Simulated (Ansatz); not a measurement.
One change: `ClB1C[SiH2]1` becomes `ClB1[SiH2]C1Br`.

Ansatz, PBE0-D4/def2-TZVP geometries, multiplicity 1. 

Scalar relativity is left out up to krypton.

```
                                        property  `ClB1C[SiH2]1`
           HOMO–LUMO gap (B3LYP/def2-TZVPP) / eV            4.73
  size of the dipole moment (PBE/def2-TZVPP) / D            1.19
size of the dipole moment (B3LYP/def2-TZVPP) / D            1.25
              LUMO energy (PBE0/def2-TZVPP) / eV           -1.78
             HOMO energy (B3LYP/def2-TZVPP) / eV           -6.66
              HOMO energy (PBE0/def2-TZVPP) / eV           -6.85
```

Question: What does the change do to each property? (An estimate is asked.)

Answer: The calculation gave: 
```csv
property,`ClB1[SiH2]C1Br`,shift
HOMO–LUMO gap (B3LYP/def2-TZVPP) / eV,4.56,-0.17
size of the dipole moment (PBE/def2-TZVPP) / D,1.93,0.74
size of the dipole moment (B3LYP/def2-TZVPP) / D,2.18,0.93
LUMO energy (PBE0/def2-TZVPP) / eV,-2.24,-0.46
HOMO energy (B3LYP/def2-TZVPP) / eV,-6.93,-0.27
HOMO energy (PBE0/def2-TZVPP) / eV,-7.15,-0.30
```

With PBE0 the HOMO falls by 0.30 eV and the LUMO falls by 0.46 eV, so the gap narrows by about 0.16 eV. PBE moves the HOMO by -0.34 eV and ωB97M-V by -0.24 eV. Dipoles are sizes alone; their direction can turn.

B3LYP here is the variant with VWN-RPA as its local correlation; programs differ in this.

Spin–orbit coupling is left out; it splits and shifts lone-pair levels of the heavy atoms by tenths of an eV.
